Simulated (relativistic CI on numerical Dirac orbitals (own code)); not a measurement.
Method of calculation: Dirac-Coulomb-Breit CI, separate exchange-only KLI orbitals for each configuration, a model potential for QED, unscaled Slater integrals (own radial code, finite nucleus).

The strongest absorption lines from the ground level of an ion, among the configurations computed and to levels below about 13000 eV (vacuum wavelength in Å, gf): 0.9694 (0.87), 1.0960 (0.41), 1.1186 (0.96), 1.1193 (1.5), 1.1196 (2.1), 1.1433 (0.78), 1.2793 (4.2), 1.2815 (1.4).

Task: Which ion is it?
A. Re⁶⁹⁺
B. Re⁶⁷⁺
C. Eu⁵⁵⁺
D. Tl⁷³⁺

Result: B. Re⁶⁷⁺ has 8 electrons and the ground level 2s²2p⁴ ³P2; the strongest line goes to 2s²2p³3d ³D°3. The pattern of lines fixes the number of electrons, and along that sequence the line energies rise steadily with the charge (about as its square where n changes within one kind of shell, about linearly where n is kept but much faster in heavy ions where fine structure, which grows about as Z⁴, sets the gap, and irregularly where shells cross), which fixes Z. Configurations outside the model, such as inner-shell arrays, can give stronger lines. At this charge energies of transitions that change n are usually good to better than 1 %, and those within a shell (Δn = 0) to a few per cent.

LS names give the leading component of a level, which can be under half, so a name can repeat, a term be missing and a line seem to break the LS rules.
